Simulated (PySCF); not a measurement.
## Magnetic susceptibility: SMILES C=C(Br)C(=C)CC, C6H9Br

Cartesian coordinates in Å; atom numbers follow the order of the lines, from 1:
```xyz
16

C    -1.7397   -1.2214    0.2170
C    -1.4660    0.0752    0.1196
Br   -2.8654    1.2842    0.6583
C    -0.2227    0.6782   -0.3510
C    -0.0657    1.9913   -0.5037
C     0.9227   -0.2610   -0.6383
C     1.5966   -0.7244    0.6538
H    -2.6917   -1.5707    0.5770
H    -1.0297   -1.9793   -0.0619
H    -0.8430    2.7051   -0.2938
H     0.8662    2.3999   -0.8552
H     0.5729   -1.1238   -1.2074
H     1.6564    0.2644   -1.2517
H     1.9853    0.1318    1.2007
H     0.8928   -1.2468    1.2972
H     2.4233   -1.3939    0.4280
```

Theory: GIAO HF/pcSseg-1 magnetisability, rotational g tensor and spin-rotation constants, non-relativistic, gas phase (PySCF 2.14.0). Geometry: GFN2-xTB.

The calculation is non-relativistic, which matters for the atoms heavier than Zn.

Problem. How diamagnetic is it, and how anisotropic?

Solution. Isotropic -1460 × 10⁻³⁰ J/T², or -87.9 × 10⁻⁶ cm³/mol; principal values -1648, -1419, -1314 × 10⁻³⁰ J/T², anisotropy 296 × 10⁻³⁰ J/T² (root of half the summed squared differences of the principal values). The susceptibility is in cgs units.

Problem. Split it along the inertial axes a, b, c into diamagnetic and paramagnetic parts about the centre of mass, with the quadrupole moment.

Solution. 
| axis | χ (10⁻⁶ cm³/mol) | diamagnetic (10⁻⁶ cm³/mol) | paramagnetic (10⁻⁶ cm³/mol) | summed x² of all electrons (Å²) | quadrupole Θ (D Å) |
| --- | --- | --- | --- | --- | --- |
| a | -83.4 | -468.2 | 384.8 | 279.1 | +2.19 |
| b | -82.0 | -1305.7 | 1223.6 | 81.7 | +5.17 |
| c | -98.4 | -1530.8 | 1432.4 | 28.7 | -7.37 |

Anisotropies 2χaa − χbb − χcc = +13.5 and 2χbb − χaa − χcc = +17.7 × 10⁻⁶ cm³/mol. Θ is traceless in Buckingham's convention.

Problem. And the rotational g tensor?

Solution. 
```csv
axis,rotational constant (GHz),g,nuclear part,electronic part
a,3.6007,-0.0272,0.6237,-0.6509
b,0.9644,-0.0087,0.5457,-0.5544
c,0.8221,+0.0017,0.5550,-0.5532
```
Asymmetric top; isotopes 79Br, 12C, 1H; no vibrational averaging.
